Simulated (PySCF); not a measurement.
## Electron correlation in Ge⁺ (germanium, charge +1)

[Ar] 3d10 4s2 4p1, 2P determinant. Computed with PySCF 2.14 in aug-cc-pVDZ-DK, with the spin-free X2C one-electron Hamiltonian (Gaussian nucleus). Frozen: [Ar] 3d10; 3 electrons correlated.

MP2 pair energies summed by pair of shells (mhartree):

```csv
pair,energy,share (%)
4s-4s,-18.48,59.3
4s-4p,-12.70,40.7
```

Total MP2 correlation energy: -31.18 mhartree.

Same-spin part -2.12 and opposite-spin part -29.07 mhartree; SCS-MP2 scales them by 1/3 and 6/5 to -35.58 mhartree.

| level | correlation energy (mhartree) |
| --- | --- |
| CCSD | -46.22 |
| (T) | -0.46 |
| CCSD(T) | -46.68 |

Diagnostics: T1 = 0.0096, D1 = 0.0232, largest double amplitude 0.094.

**Question.** Is a single reference adequate?

**Answer.** Mostly. T1 lies below 0.03, but a double amplitude of this size points to a near-degeneracy that CCSD handles and MP2 describes poorly.
